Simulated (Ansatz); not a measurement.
`O=C([SiH3])S[SiH3]` + `O[SiH2][AlH2]` → `[AlH2][SiH2]O[SiH3]` + `O=C([SiH3])S`  (ligand exchange at the Si–S bond)

Calculated with Ansatz (gas phase, PBE0-D4/def2-TZVP geometries, no zero-point term in ΔE). CCSD(T)/CBS is the MP2 limit (def2-TZVPP, def2-QZVPP) plus CCSD(T) − MP2 in def2-TZVPP, frozen cores. DFT in def2-TZVPP. B3LYP here is the variant with VWN-RPA as its local correlation; programs differ in this. Each species was taken in one conformer, which may not be the lowest.

CCSD(T)/CBS gives -40.8 kJ/mol.

Q: Another level gave -40.0 kJ/mol. Which?
A. PBE-D4/def2-TZVPP
B. r2SCAN/def2-TZVPP
C. PBE0-D4/def2-TZVPP
D. B3LYP/def2-TZVPP

A: B. r2SCAN -40.0, B3LYP -50.1, PBE-D4 -29.0, PBE0-D4 -33.3 kJ/mol.

Largest T1 diagnostic among the species: 0.017.

In def2-TZVPP, CCSD(T) changes the Hartree–Fock value by +22.8 kJ/mol (the triples alone add +4.6 kJ/mol) and MP2 by +25.8 kJ/mol. From PBE to PBE0 (25 % exact exchange), in def2-TZVPP and without D4, ΔE moves by −3.9 kJ/mol. The D4 term adds +3.6 kJ/mol with B3LYP and +1.7 kJ/mol with PBE0; it sums over pairs of atoms, weighted by their polarisabilities, and B3LYP, whose exchange is more repulsive, gets the larger term.
